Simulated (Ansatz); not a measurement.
Consider the formal loss of a carbene: `CN([SiH3])[AsH2]` → `[CH2]` (triplet) + `[SiH3]N[AsH2]`.

Program: Ansatz. Geometries: PBE0-D4/def2-TZVP. ΔE: electronic, gas phase. CCSD(T)/CBS adds triple-zeta CCSD(T) − MP2 to the extrapolated MP2 energy (def2 sets, frozen cores). This one scheme is used for every species. Functionals use def2-TZVPP. B3LYP here is the variant with VWN-RPA as its local correlation; programs differ in this. Triplets are unrestricted, without spin–orbit coupling. For As outer-core shells are correlated without core-valence functions, which leaves a few kJ/mol of doubt a bond. Scalar relativity is left out up to krypton.

```tsv
level	ΔE (kJ/mol)	difference from CCSD(T)/CBS
PBE-D4	404.3	9.2
r2SCAN-D4	371.4	-23.7
PBE0-D4	393.2	-1.9
B3LYP-D4	390.1	-5.0
B2PLYP	384.1	-11.0
PBE	395.1	0.0
r2SCAN	369.0	-26.1
SCS-MP2/def2-TZVPP	398.5	3.4
CCSD/def2-TZVPP	372.3	-22.8
CCSD(T)/def2-TZVPP	385.2	-9.9
HF/def2-QZVPP	241.2	-153.9
MP2/def2-QZVPP	403.6	8.5
SCS-MP2/def2-QZVPP	405.3	10.2
HF/CBS(def2)	241.2	-153.9
MP2/CBS(def2)	407.9	12.8
CCSD/CBS(def2)	382.2	-12.9
CCSD(T)/CBS	395.1	0
```

Largest T1 diagnostic among the species: 0.011.

In def2-TZVPP, CCSD(T) changes the Hartree–Fock value by +143.9 kJ/mol (the triples alone add +12.9 kJ/mol) and MP2 by +156.7 kJ/mol. From PBE to PBE0 (25 % exact exchange), in def2-TZVPP and without D4, ΔE moves by −9.8 kJ/mol. The D4 term adds +14.6 kJ/mol with B3LYP and +7.8 kJ/mol with PBE0; it sums over pairs of atoms, weighted by their polarisabilities, and B3LYP, whose exchange is more repulsive, gets the larger term.
